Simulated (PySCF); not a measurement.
Species: C₃H₃IO.
SMILES with atom numbers: `[CH2:1]=[CH:2][C:3](=[O:4])[I:5]` (hydrogens: H6, H7 on C1; H8 on C2)

Structure used (PBE0-D3(BJ)/def2-SVP), in Å, numbered top down from 1:
```xyz
8
C3H3IO angstrom
C     -1.043   -0.152    0.043
C      0.093    0.545    0.149
C      1.350   -0.037   -0.363
O      1.495   -1.080   -0.900
I      3.072    1.293   -0.026
H     -1.048   -1.144   -0.417
H     -1.989    0.251    0.413
H      0.141    1.537    0.603
```

Theory: PBE0-D3(BJ)/def2-SVP geometry optimisation, gas phase, def2 core potentials past Kr (PySCF 2.14.0).

Take the most abundant isotopes and a rigid rotor. The values belong to one conformer with, in the numbering `[CH2:1]=[CH:2][C:3](=[O:4])[I:5]`, C1–C2–C3–O4 1°.

Task: Give the principal moments of inertia and the rotational constants in MHz.

Result: Ia = 59.48, Ib = 390.07, Ic = 449.54 u·Å²; 505379 MHz·u·Å²/I gives A = 8496, B = 1296, C = 1124 MHz.

Task: Classify the top.

Result: A near-prolate asymmetric top: κ = (2 × 1296 − 8496 − 1124)/(8496 − 1124) = -0.95.

Task: Is it planar, by Δ = Ic − Ia − Ib?

Result: Planar: Δ = Ic − Ia − Ib = -0.01 u·Å². For a rigid frame Δ = −2 Σ m c², so it vanishes when all atoms lie in the ab plane; here none is more than 0.03 Å from it.

Task: List the rotational levels J(Ka,Kc) to J = 4 (cm⁻¹).

Result: Above 0(0,0):
J = 1: 1(0,1) 0.0807, 1(1,1) 0.3209, 1(1,0) 0.3266
J = 2: 2(0,2) 0.2420, 2(1,2) 0.4766, 2(1,1) 0.4938, 2(2,1) 1.2143, 2(2,0) 1.2144
J = 3: 3(0,3) 0.4838, 3(1,3) 0.7101, 3(1,2) 0.7444, 3(2,2) 1.4565, 3(2,1) 1.4570, 3(3,1) 2.6718, 3(3,0) 2.6718
J = 4: 4(0,4) 0.8057, 4(1,4) 1.0214, 4(1,3) 1.0785, 4(2,3) 1.7793, 4(2,2) 1.7808, 4(3,2) 2.9949, 4(3,1) 2.9949, 4(4,1) 4.6960, 4(4,0) 4.6960

Task: Which types of transition are allowed, and where do some lines up to J = 4 fall?

Result: The dipole components are |μa| = 2.38 D, |μb| = 2.16 D, |μc| = 0.00 D; the mirror of this Cs structure is the ab plane, so μc vanishes by symmetry and there are no c-type lines. Intensities carry the squares of the components, which stand as 1.00 : 0.83 (a : b). Some lines, for components of 0.1 D or more:

```tsv
type	branch	J(Ka,Kc)	MHz	lower level (cm⁻¹)
b	R	4(0,4) ← 3(1,3)	2864	0.710
a	R	2(1,2) ← 1(1,1)	4668	0.321
a	R	2(0,2) ← 1(0,1)	4837	0.081
a	R	3(2,2) ← 2(2,1)	7259	1.214
b	Q	2(1,1) ← 2(0,2)	7547	0.242
b	Q	4(1,3) ← 4(0,4)	8181	0.806
a	R	4(3,2) ← 3(3,1)	9685	2.672
b	R	4(1,4) ← 3(0,3)	16116	0.484
b	Q	4(2,2) ← 4(1,3)	21053	1.079
b	Q	2(2,1) ← 2(1,2)	22116	0.477
b	Q	4(2,3) ← 4(1,4)	22722	1.021
b	R	2(2,0) ← 1(1,1)	26788	0.321
b	R	3(2,1) ← 2(1,2)	29391	0.477
b	R	4(2,2) ← 3(1,3)	32097	0.710
b	Q	4(3,1) ← 4(2,2)	36397	1.781
b	Q	3(3,0) ← 3(2,1)	36419	1.457
b	Q	3(3,1) ← 3(2,2)	36434	1.456
b	R	3(3,1) ← 2(2,0)	43690	1.214
b	R	3(3,0) ← 2(2,1)	43693	1.214
b	Q	4(4,1) ← 4(3,2)	50999	2.995
b	R	4(4,1) ← 3(3,0)	60685	2.672
```

Task: Estimate the classical rotational partition function at 25 K, 200 K and 500 K.

Result: Point group Cs, symmetry number σ = 1; q = (√π/σ)·√((kT/h)³/(ABC)), k/h = 20836.6 MHz/K: 5990 at 25 K, 136000 at 200 K, 536000 at 500 K.

Whether it is a minimum is left open (no frequencies). Constants of a rigid frame at the computed geometry: no zero-point averaging, no centrifugal distortion. Quadrupole hyperfine structure (127I) is left out.
